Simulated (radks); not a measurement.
The numbers below are computed, except where a source is named.
Task: Ionisation of He, [He], to He+, 1s1, under several functionals. Scalar-relativistic Kohn-Sham, spin-polarised, spherical densities, finite nucleus; open shells are filled with parallel spins first; a radial shooting solver on a logarithmic mesh with Libxc functionals. The NIST Atomic Spectra Database gives 24.587 eV (measured). Rank these functionals by the error of their Delta-SCF ionisation energy: B86b exchange with PBE correlation; LDA (Slater exchange, Perdew-Wang correlation); Wu-Cohen GGA; SOGGA.

Result: From best to worst: B86b exchange with PBE correlation 24.577 eV (-0.010); LDA (Slater exchange, Perdew-Wang correlation) 24.292 eV (-0.295); Wu-Cohen GGA 24.216 eV (-0.371); SOGGA 23.923 eV (-0.664).
